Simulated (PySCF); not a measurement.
C₃H₉NOSi, SMILES C/C=C/[Si@@H](N)O.

Geometry: ωB97X-D3(BJ)/def2-SVP. The structure was generated by enumeration; whether it is a known compound was not checked. The values are those of a single conformer.

Computed with TDA-PBE/def2-SVPD (PySCF).

Vertical excitations. Gas-phase values at a fixed geometry.

Computed lowest excited states:
```tsv
state	energy (eV)	λ (nm)	f	main pairs
S1	4.98	249	0.006	HOMO→LUMO 96 %
S2	5.80	214	0.013	HOMO−2→LUMO 83 %
S3	6.01	206	0.019	HOMO→LUMO+1 83 %
S4	6.19	200	0.056	HOMO−1→LUMO+1 79 %
S5	6.56	189	0.113	HOMO→LUMO+2 70 %
S6	6.57	189	0.063	HOMO−3→LUMO 42 %, HOMO→LUMO+3 27 %, HOMO→LUMO+2 12 %
S7	6.63	187	0.009	HOMO→LUMO+3 49 %, HOMO−3→LUMO 42 %
S8	6.69	185	0.074	HOMO−1→LUMO+2 40 %, HOMO→LUMO+3 22 %, HOMO→LUMO+2 13 %, HOMO−1→LUMO 8 %
S9	6.74	184	0.017	HOMO−2→LUMO+1 87 %
S10	6.85	181	0.027	HOMO−1→LUMO+3 65 %, HOMO−1→LUMO+2 20 %
T1	4.29	289	0	HOMO−1→LUMO 86 %
T2	4.90	253	0	HOMO→LUMO 91 %
T3	5.51	225	0	HOMO−2→LUMO 96 %
T4	5.79	214	0	HOMO→LUMO+1 99 %
```
Triplets are in the Tamm–Dancoff approximation.
